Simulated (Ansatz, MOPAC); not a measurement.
Torsion H4–O1–B2–O3 in BH3O2 (SMILES OBO); at each angle all else is relaxed with GFN2-xTB, and the levels are single points there.
Geometry at 0° (charge 0, multiplicity 1):
```xyz
6

O     -1.251    -0.271    -0.395
B     -0.203     0.551    -0.253
O      0.346     0.711     0.977
H     -1.531    -0.689     0.421
H      0.189     1.096    -1.218
H      1.091     1.303     1.044
```

On the grid 0° to 330°, 270° is the highest and 0° the lowest point at CCSD(T)/CBS(cc-pVTZ, cc-pVQZ).

The state that AM1, PM6 reach isn't checked.

The values were computed with Ansatz (Gaussian orbitals); MOPAC for AM1, PM6 (differences of heats of formation). Each number belongs to the level named beside it.

Q: One of these levels gives 16.39 kcal/mol for the energy at 270° less that at 0°. Which?
A) PM6
B) HF/cc-pVDZ
C) AM1

A: C, AM1. The others give 10.00 (PM6), 11.13 (HF/cc-pVDZ)

Ansatz is a quantum-chemistry and plane-wave program.
